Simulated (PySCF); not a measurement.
cyanomethylboronic acid (C₂H₄BNO₂), SMILES N#CCB(O)O.

Geometry: B3LYP-D3(BJ)/def2-SVP. One conformer was computed; it need not be the lowest.

Level of theory: TDDFT-ωB97X/def2-SVPD run with PySCF 2.14.0.

Vertical excitations. Isolated molecule, no solvent. State labels are in the subgroup Cs.

```tsv
state	symmetry	energy (eV)	λ (nm)	f	main pairs
S1	A"	7.73	160	0.000	HOMO→LUMO+2 41 %, HOMO→LUMO+4 18 %, HOMO−1→LUMO+3 15 %
S2	A'	8.11	153	0.002	HOMO→LUMO+3 28 %, HOMO−1→LUMO+2 27 %, HOMO−1→LUMO+4 14 %, HOMO→LUMO+5 9 %
S3	A"	8.13	153	0.004	HOMO−1→LUMO+3 39 %, HOMO→LUMO+2 17 %, HOMO−1→LUMO+5 13 %, HOMO→LUMO+4 7 %
S4	A'	8.83	140	0.000	HOMO→LUMO 71 %, HOMO→LUMO+1 17 %
S5	A"	8.90	139	0.003	HOMO−2→LUMO 53 %, HOMO−1→LUMO 30 %
S6	A"	9.14	136	0.002	HOMO→LUMO+4 37 %, HOMO→LUMO+2 22 %, HOMO−4→LUMO+2 11 %, HOMO−4→LUMO+4 8 %
S7	A"	9.19	135	0.014	HOMO−1→LUMO 33 %, HOMO−1→LUMO+1 23 %, HOMO−2→LUMO 22 %
T1	A'	6.43	193	0	HOMO−1→LUMO+2 26 %, HOMO→LUMO+3 21 %, HOMO−1→LUMO+4 15 %, HOMO→LUMO+5 8 %
T2	A"	7.09	175	0	HOMO→LUMO+2 32 %, HOMO−1→LUMO+3 20 %, HOMO→LUMO+4 15 %, HOMO−1→LUMO+5 7 %
T3	A'	7.10	175	0	HOMO→LUMO+3 26 %, HOMO−1→LUMO+2 24 %, HOMO−1→LUMO+4 13 %, HOMO→LUMO+5 10 %
T4	A"	7.78	159	0	HOMO−1→LUMO+3 32 %, HOMO→LUMO+2 26 %, HOMO−1→LUMO+5 11 %, HOMO→LUMO+4 7 %
```
Triplets are in the Tamm–Dancoff approximation, which puts them higher than full response would, so one can lie above its singlet here.
